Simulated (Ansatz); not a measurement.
Basis sets compared for `O=P(O)(O)C12CC3CC(CC(C3)C1)C2`. The state is a singlet with charge 0. Geometry PBE-D4/def2-SVP. Ansatz on 4 threads of Arm Neoverse V1 on a shared host; times are rough, and most runs start from earlier orbitals.

Cartesian coordinates in Å:
```
O -2.569 1.102 -2.336
P -1.585 -0.024 -2.162
O -0.504 -0.155 -3.401
O -2.291 -1.512 -2.075
C -0.504 -0.011 -0.690
C 0.446 -1.233 -0.660
C 1.326 -1.157 0.605
C 0.430 -1.170 1.859
C -0.514 0.048 1.831
C 0.317 1.346 1.804
C 1.213 1.358 0.550
C 2.157 0.141 0.579
C 0.332 1.294 -0.712
C -1.402 -0.021 0.573
H -0.821 0.407 -4.135
H -3.222 -1.418 -2.359
H 1.077 -1.240 -1.572
H -0.148 -2.170 -0.664
H 2.006 -2.036 0.622
H 1.058 -1.145 2.776
H -0.160 -2.110 1.897
H -1.165 0.038 2.732
H 0.941 1.419 2.721
H -0.357 2.230 1.800
H 1.810 2.295 0.526
H 2.817 0.189 1.472
H 2.821 0.151 -0.313
H -0.349 2.171 -0.761
H 0.961 1.316 -1.627
H -2.101 0.841 0.538
H -2.019 -0.944 0.582
```

Binding counts from free atoms (O triplet, P quartet, C triplet, H doublet) in the same basis, without a counterpoise term.

```csv
level,functions,energy (Eh),HOMO (eV),LUMO (eV),binding per atom (eV),wall time
HF/STO-3G,91,-942.4328,-6.80,11.47,3.72,1.1 s
HF/6-31G,164,-953.5937,-10.86,4.53,2.91,3.5 s
PBE-D4/def2-SVP,285,-957.0019,-6.23,0.06,4.64,8 s
PBE0-D4/def2-SVP,285,-957.0977,-7.67,0.98,4.56,15 s
```

Task: Estimate the rows for PBE-D4/def2-TZVP, PBE0-D4/def2-TZVP (with forces).

Result: 
```csv
level,functions,energy (Eh),HOMO (eV),LUMO (eV),binding per atom (eV),wall time
PBE-D4/def2-TZVP,542,-957.8290,-6.44,-0.43,4.60,17 s
PBE0-D4/def2-TZVP (with forces),542,-957.9159,-7.77,0.44,4.52,66 s
```
